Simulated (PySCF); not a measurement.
Run record: excited-state job, `C/C(Cl)=C(\[SiH3])CF`.

Computed with TDDFT CAM-B3LYP/def2-SVPD, vertical, gas phase, core orbitals frozen in the response (PySCF 2.14.0, density-fitted response routines). Geometry: GFN2-xTB. A driver script takes a list of jobs; this job's settings line and coordinates (Å) are shown.

Command:
```bash
OMP_NUM_THREADS=1 python probes_run.py task.json out
```

Input:
```
{"job": {"kind": "uv", "xc": "CAM-B3LYP", "basis": "def2-SVPD", "nstates": 8, "ntriplets": 3}, "charge": 0, "multiplicity": 1}
C      2.066720     0.636122    -0.151860
C      1.012320    -0.411476    -0.200302
Cl     1.682491    -1.997026    -0.554795
C     -0.295651    -0.292449    -0.017154
Si    -1.270030     1.282763     0.385120
C     -1.172101    -1.505098    -0.120453
F     -2.488561    -1.168858     0.089247
H      2.608535     0.660908    -1.096469
H      1.634758     1.612046     0.037354
H      2.785024     0.404050     0.633732
H     -1.949207     1.068604     1.660201
H     -2.216528     1.508826    -0.704093
H     -0.367152     2.429517     0.499750
H     -1.119163    -1.961352    -1.116116
H     -0.915869    -2.258589     0.633927
```

Q: Give the output.

A: 
```
coarse grid: 13640 points
cycle   1  E = -1006.0564748216  dE =  7.662e-01  |g| = 5.224e-01  |ddm| = 6.618e+00
cycle   2  E = -1006.0526735770  dE =  3.801e-03  |g| = 6.068e-01  |ddm| = 1.941e+00
cycle   3  E = -1006.1159639247  dE = -6.329e-02  |g| = 6.364e-02  |ddm| = 1.035e+00
cycle   4  E = -1006.1167824864  dE = -8.186e-04  |g| = 2.385e-02  |ddm| = 1.954e-01
cycle   5  E = -1006.1169266209  dE = -1.441e-04  |g| = 6.270e-03  |ddm| = 7.954e-02
cycle   6  E = -1006.1169364093  dE = -9.788e-06  |g| = 2.757e-03  |ddm| = 1.855e-02
final grid: 123088 points
cycle   7  E = -1006.2456463400  dE = -2.759e-05  |g| = 4.783e-03  |ddm| = 8.859e-02
cycle   8  E = -1006.2456438322  dE =  2.508e-06  |g| = 5.884e-03  |ddm| = 2.534e-02
cycle   9  E = -1006.2456517782  dE = -7.946e-06  |g| = 5.210e-04  |ddm| = 1.247e-02
cycle  10  E = -1006.2456518430  dE = -6.478e-08  |g| = 1.847e-04  |ddm| = 1.763e-03
cycle  11  E = -1006.2456518514  dE = -8.407e-09  |g| = 5.455e-05  |ddm| = 4.753e-04
cycle  12  E = -1006.2456518520  dE = -6.494e-10  |g| = 2.013e-05  |ddm| = 1.186e-04
converged SCF energy = -1006.2456518520

Static polarisability (au): isotropic 91.319, principal 68.147 90.493 115.317

Singlet excitations
state   eV       nm        f      main configurations
  1   6.4489    192.3   0.40415   H->L 0.92
  2   6.4720    191.6   0.02211   H->L+2 0.64, H->L+1 0.10
  3   6.8904    179.9   0.01056   H->L+1 0.75, H->L+3 0.12
  4   7.2634    170.7   0.00266   H-2->L 0.79, H->L+3 0.12
  5   7.3722    168.2   0.00004   H-1->L 0.94
  6   7.4659    166.1   0.00300   H->L+3 0.59, H-2->L 0.15
  7   7.9215    156.5   0.00644   H-1->L+2 0.66
  8   7.9981    155.0   0.01065   H->L+4 0.57, H->L+5 0.29

Triplet excitations (Tamm-Dancoff, eV): 4.0380 6.0511 6.7719
```

The SCF starts on a coarse grid where the log names one; the energy can jump when the final grid takes over, and dE then counts from the start density on the new grid. H and L stand for HOMO and LUMO; the number after each pair is its weight.

Q: Give S1 in cm⁻¹ and kJ/mol.

A: 6.4489 eV × 8065.54 = 52014 cm⁻¹; × 96.485 = 622.2 kJ/mol.

Q: Give the mean polarisability as a volume in Å³, and the ratio of the largest to the smallest principal value.

A: 91.319 au × 0.148185 = 13.53 Å³; 115.317/68.147 = 1.69.

In short: HOMO -8.69 eV, LUMO 0.56 eV; lowest singlet 6.45 eV; lowest triplet 4.04 eV (Tamm–Dancoff); mean polarisability 91.3 au.

Hardware: one thread, Arm Neoverse N1 (aarch64) (shared host). Cost: 87 s, 0.98 GiB resident at most.

One conformer stands for the species.
Labels such as C1 count atoms from 1, the log's own numbers from 0.
